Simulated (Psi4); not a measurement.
ClMoO2 (SMILES [O]=[Mo](=[O])[Cl]), doublet, at a GFN2-xTB geometry (such geometries of metal compounds can be far from the true shape) (the multiplicity is a formal guess) (core potentials on Mo); MN15/def2-SV(P) (Psi4).

The Psi4 input:
```
memory 2 GB

molecule mol {
0 2
Mo
O  1 1.631385
O  1 1.631385 2 121.050282
Cl 1 2.097893 2 119.474859 3 -179.999999
}

set {
  basis def2-sv(p)
  reference uks
}

energy('mn15')
print_variables()
```

What the program printed (banner, timings and long lists left out):

```
   => Loading Basis Set <=

    Name: DEF2-SV(P)
    Role: ORBITAL
    Keyword: BASIS

    !!!  WARNING: ECP capability is in beta. Please check occupations closely.  !!!

         ---------------------------------------------------------
                                   SCF
               by Justin Turney, Rob Parrish, Andy Simmonett
                          and Daniel G. A. Smith
                              UKS Reference
         ---------------------------------------------------------

  ==> Geometry <==

    Molecular point group: cs
    Full point group: Cs

    Geometry (in Angstrom), charge = 0, multiplicity = 2:

       Center              X                  Y                   Z               Mass
    ------------   -----------------  -----------------  -----------------  -----------------
         MO           0.289222346031    -0.000000006761     0.000000000000    97.905404820000
         O            1.091931642293    -0.000000006761     1.420237587138    15.994914619570
         O            1.091931642293    -0.000000006761    -1.420237587138    15.994914619570
         CL          -1.808670653969     0.000000025115     0.000000000000    34.968852682000

  Running in cs symmetry.

  Rotational constants: A =      0.26125  B =      0.10488  C =      0.07484 [cm^-1]
  Rotational constants: A =   7832.19106  B =   3144.37224  C =   2243.62794 [MHz]
  Nuclear repulsion =  189.183594949424389

  Charge       = 0
  Multiplicity = 2
  Electrons    = 47
  Nalpha       = 24
  Nbeta        = 23

  ==> Algorithm <==

  SCF Algorithm Type is DF.
  DIIS enabled.
  MOM disabled.
  Fractional occupation disabled.
  Guess Type is SAD.
  Energy threshold   = 1.00e-06
  Density threshold  = 1.00e-06
  Integral threshold = 1.00e-12

  ==> Primary Basis <==

  Basis Set: DEF2-SV(P)
    Blend: DEF2-SV(P)
    Number of shells: 30
    Number of basis functions: 70
    Number of Cartesian functions: 75
    Spherical Harmonics?: true
    Max angular momentum: 2

  Core potential: DEF2-SV(P)
    Number of shells: 4
    Number of ECP primitives: 14
    Number of ECP core electrons: 28
    Max angular momentum: 3

  ==> DFT Potential <==

   => LibXC <=

    Version 7.1.2
    S. Lehtola, C. Steigemann, M. J. T. Oliveira, and M. A. L. Marques,  SoftwareX 7, 1–5 (2018) (10.1016/j.softx.2017.11.002)

   => Composite Functional: MN15 <=

   MN15 Hybrid Meta-GGA Exchange-Correlation Functional

    H. S. Yu, X. He, S. L. Li, and D. G. Truhlar, Chem. Sci. 7, 5032-5051, 2016

    Deriv               =              1
    GGA                 =           TRUE
    Meta                =           TRUE

    Exchange Hybrid     =           TRUE
    MP2 Hybrid          =          FALSE

   => Exchange Functionals <=

    1.0000   XC_HYB_MGGA_X_MN15

   => Exact (HF) Exchange <=

    0.4400               HF

   => Correlation Functionals <=

    1.0000   XC_MGGA_C_MN15

   => LibXC Density Thresholds  <==

    XC_MGGA_C_MN15:  1.00E-15
    XC_HYB_MGGA_X_MN15:  1.00E-15

   => Molecular Quadrature <=

    Radial Scheme          =       TREUTLER
    Pruning Scheme         =           NONE
    Nuclear Scheme         =       TREUTLER

    Blocking Scheme        =         OCTREE
    BS radius alpha        =              1
    Pruning alpha          =              1
    Radial Points          =             75
    Spherical Points       =            302
    Total Points           =          87266
    Total Blocks           =            758
    Max Points             =            255
    Max Functions          =             68
    Weights Tolerance      =       1.00E-15

   => Loading Basis Set <=

    Name: (DEF2-SV(P) AUX)
    Role: JKFIT
    Keyword: DF_BASIS_SCF

  ==> Integral Setup <==

  SCF_SUBTYPE=INCORE selected. In-core MEM_DF algorithm will be used.
  Using in-core AOs.

  ==> MemDFJK: Density-Fitted J/K Matrices <==

    J tasked:                   Yes
    K tasked:                   Yes
    wK tasked:                   No
[...]

   @DF-UKS iter   1:  -677.36346335722760    2.50493e-01   2.65752e-02 ADIIS/DIIS
    Occupation by irrep:
             Ap   App
    DOCC [    15,    8 ]
    SOCC [     1,    0 ]
    NA   [    16,    8 ]
    NB   [    15,    8 ]

   @DF-UKS iter   2:  -669.06808925479527    8.29537e+00   7.82095e-02 ADIIS/DIIS
   @DF-UKS iter   3:  -677.75841803154810   -8.69033e+00   2.11408e-02 ADIIS/DIIS
   @DF-UKS iter   4:  -678.18161675732847   -4.23199e-01   2.98920e-03 ADIIS/DIIS
   @DF-UKS iter   5:  -678.19196231327714   -1.03456e-02   1.94649e-03 ADIIS/DIIS
   @DF-UKS iter   6:  -678.20110978613309   -9.14747e-03   4.80700e-04 ADIIS/DIIS
   @DF-UKS iter   7:  -678.20472361734801   -3.61383e-03   3.47148e-04 ADIIS/DIIS
   @DF-UKS iter   8:  -678.20977967685280   -5.05606e-03   1.98642e-04 ADIIS/DIIS
   @DF-UKS iter   9:  -678.21079564897832   -1.01597e-03   1.31190e-04 ADIIS/DIIS
   @DF-UKS iter  10:  -678.21112383948707   -3.28191e-04   4.60984e-05 DIIS
   @DF-UKS iter  11:  -678.21113912451278   -1.52850e-05   1.29517e-05 DIIS
   @DF-UKS iter  12:  -678.21114052688245   -1.40237e-06   4.47757e-06 DIIS
   @DF-UKS iter  13:  -678.21114069733994   -1.70457e-07   2.16592e-06 DIIS
   @DF-UKS iter  14:  -678.21114073154467   -3.42047e-08   8.00039e-07 DIIS
  Energy and wave function converged.

  ==> Post-Iterations <==

   Electrons on quadrature grid:
      Nalpha   =   23.9999935041 ; deviation = -6.496e-06
      Nbeta    =   22.9999942276 ; deviation = -5.772e-06
      Ntotal   =   46.9999877317 ; deviation = -1.227e-05

   @Spin Contamination Metric:   1.134752698E-02
   @S^2 Expected:                7.500000000E-01
   @S^2 Observed:                7.613475270E-01
   @S   Expected:                5.000000000E-01
   @S   Observed:                5.000000000E-01

    Orbital Energies [Eh]
    ---------------------

    Alpha Occupied:

[...]
    Alpha Virtual:

[...]
      44Ap    39.208820

    Beta Occupied:

[...]
    Beta Virtual:

[...]
    Final Occupation by Irrep:
             Ap   App
    DOCC [    15,    8 ]
    SOCC [     1,    0 ]
    NA   [    16,    8 ]
    NB   [    15,    8 ]

  @DF-UKS Final Energy:  -678.21114073154467

   => Energetics <=

    Nuclear Repulsion Energy =            189.1835949494243891
    One-Electron Energy =               -1333.8433328410169452
    Two-Electron Energy =                 496.8399021177469308
    DFT Exchange-Correlation Energy =     -30.3913049576990524
    Empirical Dispersion Energy =           0.0000000000000000
    VV10 Nonlocal Energy =                  0.0000000000000000
    Total Energy =                       -678.2111407315446741

  UHF NO Occupations:
  HONO-2 :    8App 1.9981704
  HONO-1 :   15 Ap 1.9969658
  HONO-0 :   16 Ap 1.0000000
  LUNO+0 :   17 Ap 0.0030342
  LUNO+1 :    9App 0.0018296
  LUNO+2 :   18 Ap 0.0006124
  LUNO+3 :   10App 0.0000806

Computation Completed

Properties will be evaluated at   0.000000,   0.000000,   0.000000 [a0]

Properties computed using the SCF density matrix

 Multipole Moments:

 ------------------------------------------------------------------------------------
     Multipole            Electronic (a.u.)      Nuclear  (a.u.)        Total (a.u.)
 ------------------------------------------------------------------------------------

 L = 1.  Multiply by 2.5417464519 to convert [e a0] to [Debye]
 Dipole X            :         16.7969814          -17.4372248           -0.6402435
 Dipole Y            :         -0.0000020            0.0000004           -0.0000016
 Dipole Z            :          0.0000000            0.0000000            0.0000000
 Magnitude           :                                                    0.6402435

 ------------------------------------------------------------------------------------

  Variable Map:
  ----------------------------------------------------------------------------
[...]
  Array Variable Map:
  ----------------------------------------------------------------------------
[...]
[...]
```
